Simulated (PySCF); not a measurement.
F4Te, charge +1, multiplicity 2. Atoms are numbered in the order given.

```xyz
5

Te     0.0000     0.0000    -0.1871
F      0.0000    -1.9016    -0.4828
F      0.0000     1.9016    -0.4828
F      1.4063     0.0000     1.0233
F     -1.4063     0.0000     1.0233
```
Charge +1, spin multiplicity 2.

Geometry: PBE0-D3(BJ)/def2-SVP. The def2 effective core potentials stand for the cores of Te; spin–orbit coupling is left out.

These are PBE/def2-TZVP (PySCF) values and carry that method's errors.

ESP charges are fitted to the potential on shells at 1.4 to 2.0 van der Waals radii. Atomic charges (e):

| atom | Löwdin | ESP fit | Mulliken spin |
|---|---|---|---|
| Te1 | 1.41 | 1.41 | 0.31 |
| F2 | -0.11 | -0.10 | 0.29 |
| F3 | -0.11 | -0.10 | 0.29 |
| F4 | -0.10 | -0.11 | 0.06 |
| F5 | -0.10 | -0.11 | 0.06 |

Computed Mayer and Wiberg (Löwdin basis) orders of the bonds:
```csv
bond,Mayer,Wiberg
Te1–F2,1.01,1.41
Te1–F3,1.01,1.41
Te1–F4,1.13,1.51
Te1–F5,1.13,1.51
```
